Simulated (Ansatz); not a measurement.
The cluster CuCl₂⁻, 3 atoms. Hardware: 4 threads of Intel Xeon Platinum 8259CL on a shared host.

The 6-31G sets use Cartesian d functions. Correlated methods freeze 19 core orbitals.

(1) How many basis functions does each of these Ansatz runs have, and roughly what does it cost? PBE0-D4/def2-SVPD, charge -1 singlet, energy, from earlier orbitals; PBE-D4/def2-SVPD, charge -1 singlet, energy, from earlier orbitals; PBE0-D4/def2-SVP, charge -1 triplet, energy with a search over starts; RPA@PBE/def2-TZVPD, charge -1 singlet, energy, from earlier orbitals; PBE0-D4/def2-TZVPD, charge -1 triplet, energy, from earlier orbitals; B3LYP-D4/6-31G, charge -1 triplet, energy; r2SCAN0-D4/def2-TZVPD, charge -1 triplet, energy, from earlier orbitals; B3LYP-D4/def2-TZVPD, charge -1 singlet, frequencies; B3LYP-D4/def2-TZVPD, charge -1 triplet, relaxation, 13 steps; MP2/def2-TZVPD, charge -1 triplet, energy, from earlier orbitals; B3LYP-D4/6-31G, charge -1 quintet, energy; B3LYP-D4/def2-TZVPD, charge -1 triplet, energy, from earlier orbitals.

Results:

(1) Other jobs shared the machine, so times can vary by a factor of up to 3. A dash marks memory too small to be measured apart from the calling script's.

```
                                                                    run  functions  fitting or Cholesky vectors  wall time  peak host memory (GiB)
     PBE-D4/def2-SVPD, charge -1 singlet, energy, from earlier orbitals         88                          952      0.6 s                       –
    PBE0-D4/def2-SVPD, charge -1 singlet, energy, from earlier orbitals         88                          853     0.95 s                       –
                              B3LYP-D4/6-31G, charge -1 triplet, energy         55                          569      1.7 s                       –
   RPA@PBE/def2-TZVPD, charge -1 singlet, energy, from earlier orbitals        140                         1010      1.8 s                       –
       MP2/def2-TZVPD, charge -1 triplet, energy, from earlier orbitals        140                         1010      2.8 s                       –
  PBE0-D4/def2-SVP, charge -1 triplet, energy with a search over starts         67                          672      3.1 s                       –
  B3LYP-D4/def2-TZVPD, charge -1 triplet, energy, from earlier orbitals        140                         1130      4.1 s                       –
   PBE0-D4/def2-TZVPD, charge -1 triplet, energy, from earlier orbitals        140                         1164      7.5 s                    0.73
r2SCAN0-D4/def2-TZVPD, charge -1 triplet, energy, from earlier orbitals        140                         1164       11 s                    0.79
                              B3LYP-D4/6-31G, charge -1 quintet, energy         55                          566       12 s                       –
                    B3LYP-D4/def2-TZVPD, charge -1 singlet, frequencies        140                         1130       18 s                       –
           B3LYP-D4/def2-TZVPD, charge -1 triplet, relaxation, 13 steps        140                         1130       42 s                       –
```
